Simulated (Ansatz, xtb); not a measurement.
# C4H3BrO: which of two isomers lies lower

Structure X: `O=C=C/C=C\Br`, a singlet. Structure Y: `C=C(Br)C=C=O`, a singlet. Both are isolated molecules in the gas phase, relaxed with B3LYP-D3(BJ)/def2-SVP; the shapes shown needn't be the lowest conformers.

X (Å):

```xyz
9

C    -0.0563   -2.7681   -0.5480
C    -0.8361   -1.8068   -1.0290
C    -1.4483   -0.7759   -0.2115
C    -2.2426    0.2157   -0.6475
Br   -2.7234    0.4565   -2.4663
O     0.6281   -3.6155   -0.1427
H    -1.0068   -1.8220   -2.1103
H    -1.2509   -0.7984    0.8651
H    -2.6746    0.9632    0.0166
```

Y (Å):

```csv
atom,x (Å),y (Å),z (Å)
C,-0.5593,-1.5215,-0.5291
C,0.4078,-0.8429,0.1024
C,0.4130,0.5896,0.3572
C,1.3825,1.2487,0.9865
Br,1.9532,-1.7784,0.7559
O,2.1981,1.8713,1.5278
H,-1.4390,-0.9895,-0.9011
H,-0.4980,-2.5980,-0.6861
H,-0.4315,1.1966,0.0169
```

Energies in hartree; the thermal terms are from GFN2-xTB frequencies at re-optimised GFN2-xTB minima (ideal gas, soft modes damped towards free rotors, one conformer each, 298.15 K, 1 atm) and include the zero-point energy:

```
                               X            Y
E, CCSD(T)/def2-SVP  −2800.936199  −2800.934383
    E, MP2/def2-SVP  −2800.875925  −2800.874344
  E, MP2/def2-TZVPP  −2801.655915  −2801.654876
  zero-point energy      0.055226      0.054847
       H(298 K) − E      0.062653      0.062359
       G(298 K) − E      0.023164      0.022891
```

Problem. Correct the CCSD(T) difference for the basis set by the MP2 change, then work out ΔE, ΔE₀, ΔH and ΔG for X → Y in kcal/mol (1 Eh = 627.51 kcal/mol) and the equilibrium ratio [Y]/[X].

Solution. 1. Differences Y − X: CCSD(T) +0.001816, MP2 in the small set +0.001581, MP2 in the large set +0.001039 Eh.
2. ΔE = +0.001816 + (+0.001039 − (+0.001581)) = +0.001274 Eh = +0.80 kcal/mol.
3. ΔE₀ = ΔE + ΔZPE = +0.001274 + (−0.000379) Eh = +0.56 kcal/mol.
4. ΔH = ΔE + (−0.000294) Eh = +0.61 kcal/mol.
5. ΔG = ΔE + (−0.000273) Eh = +0.63 kcal/mol, so ΔS = (ΔH − ΔG)/T = −0.2 J/(mol K).
6. kT = 0.9442 mEh, so K = [Y]/[X] = exp(−ΔG/kT) = exp(−1.06) ≈ 0.35.

The two are too close for this level to say which is favoured. An error of 1 kcal/mol in ΔG would change K by a factor of 5.4. Mirror images and further conformers aren't counted.

As drawn, both hold the same kinds of bond in the same numbers.

Other levels gave ΔE = +1.7 (GFN2-xTB); +2.0 (HF/STO-3G, GFN2-xTB geometries); +1.9 (r2SCAN-D4/def2-SVP, GFN2-xTB geometries); +1.8 (B3LYP-D3(BJ)/def2-SVP); +2.2 (HF/def2-SVP); +1.0 (MP2/def2-SVP); +1.1 (CCSD(T)/def2-SVP) kcal/mol. The correlated steps freeze 14 core orbitals; the filled d shell of Br is correlated, in a basis made for valence electrons. Programs: Ansatz 0.2.0, xtb 6.7.1.
